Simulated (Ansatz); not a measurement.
Molecule: CH$_{6}$BOSi (charge 0, doublet). It need not be the lowest isomer of its formula. SMILES: O[B][SiH2]C
Structure (B3LYP-D3(BJ)/def2-TZVP (Ansatz, a first-principles code) minimum search):
```xyz
10

C      1.7896     0.6191     0.1180
Si     0.5260    -0.7606    -0.1269
B     -1.4200    -0.2459    -0.0516
O     -1.9601     0.9597     0.1515
H      1.6749     1.3898    -0.6461
H      1.6634     1.0916     1.0937
H      2.8078     0.2282     0.0578
H      0.7209    -1.8091     0.9088
H      0.7366    -1.4047    -1.4500
H     -2.9250     0.9907     0.1504
```
Charge 0, spin multiplicity 2.

Computed values are from Ansatz. Valence correlation only, unless marked. UHF or UKS for open shells. Spin-orbit coupling is left out. No relativistic terms. CBS marks a two-point X^-3 extrapolation of the correlation energy; Hartree-Fock from the larger set.

```json
{
 "atomisation energy De": "838.5 kcal/mol at CCSD(T)/CBS(cc-pV(T+d)Z,cc-pV(Q+d)Z)",
 "total_energy": "-430.6710 Eh at CCSD(T)/CBS(cc-pV(T+d)Z,cc-pV(Q+d)Z)",
 "dipole_moment": "1.61 D at CCSD(T)/aug-cc-pV(D+d)Z",
 "T1 diagnostic": "0.015 at CCSD/cc-pV(Q+d)Z"
}
```
